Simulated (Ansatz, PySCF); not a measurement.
Pulling on the C2–H7 bond in C2H6Ge (SMILES C=[CH][GeH3]) (multiplicity 1 held, fragments rigid). Energies count from the point at 1.087 Å.
Geometry at that point (charge 0, multiplicity 1):
| atom | x (Å) | y (Å) | z (Å) |
|---|---|---|---|
| Ge | 0.6675 | -0.2297 | -0.1139 |
| C | -1.0351 | 0.7164 | -0.1529 |
| C | -2.0617 | 0.4047 | 0.6306 |
| H | 0.9740 | -0.8473 | -1.4915 |
| H | 0.5865 | -1.3438 | 0.9445 |
| H | 1.8143 | 0.7362 | 0.2397 |
| H | -1.1413 | 1.5395 | -0.8542 |
| H | -3.0008 | 0.9473 | 0.5901 |
| H | -2.0124 | -0.4068 | 1.3489 |

U- levels take the lowest unrestricted solution at each point, which mixes spins at long bonds. Left out are points that failed, MP2 points in a non-variational dive below the minimum, coupled-cluster points behind a sign of a changed root (a jump of the amplitudes, or a one-step jump against full CI or MRCI), small-basis points behind a change of solution, and semi-empirical points at long bonds. Levels need not reach the same state.

Correlated levels freeze the cores. Filled d and f shells under p-block atoms count as core. Rows in 3-21G, LANL2DZ carry no dispersion term and start afresh at each structure; the Pople sets are all-electron and without relativity. LANL2DZ brings its own core potentials from Na on.

Programs: Ansatz (an electronic-structure program); PySCF for 3-21G rows, LANL2DZ rows. Each number belongs to the level named beside it.

Energies in kcal/mol.

```json
[
 {"R (Å)": "0.869", "R-HF/3-21G": "28.9", "R-BP86/LANL2DZ": "32.8", "R-B3LYP/LANL2DZ": "31.2", "U-MP2/cc-pVTZ": "29.0", "U-CCSD/cc-pVTZ": "29.0"},
 {"R (Å)": "0.978", "R-HF/3-21G": "5.1", "R-BP86/LANL2DZ": "7.2", "R-B3LYP/LANL2DZ": "6.5", "U-MP2/cc-pVTZ": "5.7", "U-CCSD/cc-pVTZ": "5.7"},
 {"R (Å)": "1.087", "R-HF/3-21G": "0.0", "R-BP86/LANL2DZ": "0.0", "R-B3LYP/LANL2DZ": "0.0", "U-MP2/cc-pVTZ": "0.0", "U-CCSD/cc-pVTZ": "0.0"},
 {"R (Å)": "1.195", "R-HF/3-21G": "4.8", "R-BP86/LANL2DZ": "2.7", "R-B3LYP/LANL2DZ": "3.4", "U-MP2/cc-pVTZ": "4.0", "U-CCSD/cc-pVTZ": "3.9"},
 {"R (Å)": "1.304", "R-HF/3-21G": "14.8", "R-BP86/LANL2DZ": "10.5", "R-B3LYP/LANL2DZ": "11.9", "U-MP2/cc-pVTZ": "13.0", "U-CCSD/cc-pVTZ": "12.7"},
 {"R (Å)": "1.467", "R-HF/3-21G": "33.6", "R-BP86/LANL2DZ": "26.2", "R-B3LYP/LANL2DZ": "28.6", "U-MP2/cc-pVTZ": "30.4", "U-CCSD/cc-pVTZ": "[?]"},
 {"R (Å)": "1.630", "R-HF/3-21G": "53.8", "R-BP86/LANL2DZ": "42.9", "R-B3LYP/LANL2DZ": "46.3", "U-MP2/cc-pVTZ": "54.6", "U-CCSD/cc-pVTZ": "[?]"},
 {"R (Å)": "1.901", "R-HF/3-21G": "86.2", "R-BP86/LANL2DZ": "68.3", "R-B3LYP/LANL2DZ": "73.4", "U-MP2/cc-pVTZ": "94.1", "U-CCSD/cc-pVTZ": "75.4"},
 {"R (Å)": "2.173", "R-HF/3-21G": "114.6", "R-BP86/LANL2DZ": "88.9", "R-B3LYP/LANL2DZ": "95.5", "U-MP2/cc-pVTZ": "109.0", "U-CCSD/cc-pVTZ": "95.2"},
 {"R (Å)": "2.499", "R-HF/3-21G": "143.0", "R-BP86/LANL2DZ": "107.5", "R-B3LYP/LANL2DZ": "115.8", "U-MP2/cc-pVTZ": "115.5", "U-CCSD/cc-pVTZ": "106.7"},
 {"R (Å)": "2.934", "R-HF/3-21G": "172.6", "R-BP86/LANL2DZ": "124.0", "R-B3LYP/LANL2DZ": "134.5", "U-MP2/cc-pVTZ": "118.2", "U-CCSD/cc-pVTZ": "111.0"},
 {"R (Å)": "3.477", "R-HF/3-21G": "199.1", "R-BP86/LANL2DZ": "left out", "R-B3LYP/LANL2DZ": "149.0", "U-MP2/cc-pVTZ": "left out", "U-CCSD/cc-pVTZ": "left out"}
]
```

**Question.** Complete the blanks.

**Answer.** 
- 1.630, U-CCSD/cc-pVTZ: 47.7
- 1.467, U-CCSD/cc-pVTZ: 29.7

Doubts at one or more of the structures used: a restricted determinant that unrestricted orbitals would lower (R-HF/3-21G); a spin-contaminated determinant (U-MP2/cc-pVTZ, U-CCSD/cc-pVTZ); T1 above 0.05 (U-CCSD/cc-pVTZ); the program's own flag: large difference (U-CCSD/cc-pVTZ).
